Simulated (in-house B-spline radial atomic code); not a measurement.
Results of a calculation; reference values are marked as such.
## What the choice of pseudopotential does to G0W0 on PBE0: Re²⁺

All numbers come from an all-electron radial atomic-structure program (B-spline basis), non-relativistic (model numbers for so heavy an element), configuration [Xe] 4f14 5d5, open shells at high spin. Semilocal Troullier-Martins pseudo-atoms, one channel per l, are made with PBE or LDA for several valence sets and radii, with or without a model core, and set against the all-electron atom. One channel fits only the lowest state of its l, so a second state of that l is approximate. All electrons give 5d up: PBE0 -25.016 eV, G0W0 -29.444 eV, 5p down: PBE0 -60.02 eV, G0W0 -64.95 eV. Potentials are made in the ion's own configuration unless the neutral atom is named, and a smooth local potential serves every l without a channel. Potentials that miss their own reference levels by more than 6 millihartree, or need radii over 3.5 bohr, are left out. Columns give pseudo minus all-electron, in eV; a dash marks a level in the core or of low weight.

```json
{"valence": "5d", "made with": "PBE", "radii (bohr)": "s 3.02 p 3.40 d 1.60", "model core (bohr)": "none", "5d up PBE0": "+0.36", "5d up G0W0": "+2.17", "5p down PBE0": "-", "5p down G0W0": "-"}
{"valence": "5p 5d", "made with": "PBE", "radii (bohr)": "s 2.10 p 0.89 d 1.11", "model core (bohr)": "none", "5d up PBE0": "+0.06", "5d up G0W0": "+0.55", "5p down PBE0": "+1.21", "5p down G0W0": "+2.54"}
{"valence": "5p 5d", "made with": "PBE", "radii (bohr)": "s 2.36 p 1.00 d 1.25", "model core (bohr)": "none", "5d up PBE0": "+0.08", "5d up G0W0": "+0.60", "5p down PBE0": "+1.15", "5p down G0W0": "+2.43"}
{"valence": "5p 5d", "made with": "LDA, neutral atom", "radii (bohr)": "s 3.27 p 1.25 d 1.60", "model core (bohr)": "none", "5d up PBE0": "-0.05", "5d up G0W0": "+0.54", "5p down PBE0": "+1.00", "5p down G0W0": "+2.36"}
{"valence": "5p 5d", "made with": "PBE", "radii (bohr)": "s 2.10 p 0.89 d 1.11", "model core (bohr)": "0.93", "5d up PBE0": "+0.16", "5d up G0W0": "+0.67", "5p down PBE0": "+1.43", "5p down G0W0": "+2.78"}
{"valence": "5p 5d", "made with": "PBE, neutral atom", "radii (bohr)": "s 2.56 p 1.00 d 1.25", "model core (bohr)": "0.93", "5d up PBE0": "+0.25", "5d up G0W0": "+0.83", "5p down PBE0": "+1.58", "5p down G0W0": "+2.92"}
{"valence": "5p 5d", "made with": "LDA, neutral atom", "radii (bohr)": "s 2.84 p 1.09 d 1.39", "model core (bohr)": "0.93", "5d up PBE0": "+0.27", "5d up G0W0": "+0.88", "5p down PBE0": "+1.58", "5p down G0W0": "+2.97"}
{"valence": "5p 5d", "made with": "LDA, neutral atom", "radii (bohr)": "s 3.27 p 1.25 d 1.60", "model core (bohr)": "0.93", "5d up PBE0": "+0.24", "5d up G0W0": "+0.90", "5p down PBE0": "+1.52", "5p down G0W0": "+2.94"}
{"valence": "5p 4f 5d", "made with": "LDA, neutral atom", "radii (bohr)": "s 2.56 p 0.98 d 1.25 f 1.25", "model core (bohr)": "none", "5d up PBE0": "-0.07", "5d up G0W0": "+0.27", "5p down PBE0": "+1.16", "5p down G0W0": "+1.51"}
{"valence": "5p 4f 5d", "made with": "PBE, neutral atom", "radii (bohr)": "s 3.40 p 1.45 d 1.80 f 1.81", "model core (bohr)": "0.62", "5d up PBE0": "-0.07", "5d up G0W0": "+0.28", "5p down PBE0": "+0.95", "5p down G0W0": "+1.01"}
{"valence": "5s 5p 4f 5d", "made with": "PBE, neutral atom", "radii (bohr)": "s 1.18 p 1.28 d 1.60 f 1.60", "model core (bohr)": "0.61", "5d up PBE0": "-0.32", "5d up G0W0": "-0.69", "5p down PBE0": "-0.14", "5p down G0W0": "-0.86"}
{"valence": "4d 5s 5p 4f 5d", "made with": "LDA", "radii (bohr)": "s 1.18 p 1.25 d 0.51 f 1.60", "model core (bohr)": "none", "5d up PBE0": "+0.06", "5d up G0W0": "+0.42", "5p down PBE0": "-0.94", "5p down G0W0": "-2.69"}
{"valence": "4d 5s 5p 4f 5d", "made with": "LDA, neutral atom", "radii (bohr)": "s 1.33 p 1.42 d 0.58 f 1.81", "model core (bohr)": "none", "5d up PBE0": "-0.11", "5d up G0W0": "+0.22", "5p down PBE0": "-1.33", "5p down G0W0": "-3.26"}
{"valence": "4d 5s 5p 4f 5d", "made with": "PBE, neutral atom", "radii (bohr)": "s 1.18 p 1.28 d 0.51 f 1.60", "model core (bohr)": "0.28", "5d up PBE0": "-0.05", "5d up G0W0": "+0.31", "5p down PBE0": "-1.30", "5p down G0W0": "-3.06"}
```

Question: How does the G0W0 shift of 5d up, which all sets hold, depend on the valence set?

Answer: Mean size: 5p 4f 5d: 0.28 eV; 4d 5s 5p 4f 5d: 0.32 eV; 5s 5p 4f 5d: 0.69 eV; 5p 5d: 0.71 eV; 5d: 2.17 eV. A larger valence set can do worse when it takes only part of a shell, whose exchange with the frozen rest is then left to the functional. The means mix radii and the functional used in making the potentials.
